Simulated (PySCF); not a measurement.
## Working with the constants of AuF

PBE0 constants of AuF, ¹Σ⁺ (singlet), closed shell (basis Au cc-pVDZ-PP with ECP60, F cc-pVDZ; scalar-relativistic core potentials; PySCF 2.14; masses 196.9666 and 18.9984 u):

| Quantity | Value |
| --- | --- |
| ωe | 560.9 cm⁻¹ |
| ωexe | 2.72 cm⁻¹ |
| Be | 0.25972 cm⁻¹ |
| αe | 0.00176 cm⁻¹ |
| D (centrifugal) | 2.23e-07 cm⁻¹ |
| De to Au (5d10 6s1) + F | 2.73 eV |

Q: Estimate the standard entropy (1 bar) and heat capacity of the ideal gas at 298.15 K, rigid rotor with B0 and harmonic oscillator at the fundamental.

A: Translation (Sackur–Tetrode, M = 215.96 u): 175.9 J/(mol K). Rotation: q = kT/(σB0) = 801 with σ = 1, 63.9. Vibration: x = hcν0/kT = 2.68, 2.23. S° = 242.0 J/(mol K); Cp = 7R/2 + 4.72 = 33.8 J/(mol K).

Spin–orbit coupling is left out, which matters for elements this heavy, above all for dissociation energies.
